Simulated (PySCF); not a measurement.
## Working out the excitation energy of Ca

Ca [Ar] 4s2 (1S) → Ca [Ar] 4s1 4p1 (3P). Calculation: PySCF 2.14, in def2-TZVPPD; no relativity, point nucleus. Frozen: [Ar]. Energies in hartree (1 hartree = 27.21139 eV):

```csv
part,Ca (lower),Ca (upper)
UHF,-676.745801,-676.708690
CCSD correlation,-0.028346,-0.003749
(T),0.000000,0.000000
```

Question: What does Hartree-Fock give?

Answer: (-676.708690) − (-676.745801) = 0.037111 hartree = 1.010 eV.

Question: What do CCSD and CCSD(T) give?

Answer: The CCSD correlation energies differ by 0.024597 hartree = 0.669 eV and the triples by 0.000000 hartree = 0.000 eV, so CCSD gives 1.679 eV and CCSD(T) 1.679 eV.

Measured between the centres of the two terms (NIST): 1.892 eV, so CCSD(T) (valence) is off by -0.213 eV.

The calculation is non-relativistic.

What remains against the reference includes basis incompleteness, the frozen core and higher excitations.
